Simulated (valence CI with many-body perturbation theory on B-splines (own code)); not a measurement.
**Which ion has this spectrum?**

A relativistic CI+MBPT calculation for an atom or ion with 24 electrons gives these levels (cm⁻¹):

```
J  Parity       E     g
4    even       0  1.23
2    even   66747  1.25
0    even  224418      
3    even  624417  1.33
4    even  633722  1.18
1    even  666551  1.26
6    even  698545  1.10
5    even  699801  1.12
2    even  760033  0.98
3    even  772515  1.06
0    even  849018      
4    even  890107  1.05
1    even  898257  1.22
2    even  899049  1.11
```

The energies are calculated, and their last digits are not significant.

Q: Which is it?
A. Re51+
B. Ir53+
C. Pt54+
D. Au55+

A: B. Ir53+, ground level (3d3/2^4 3d5/2^2) J=4.
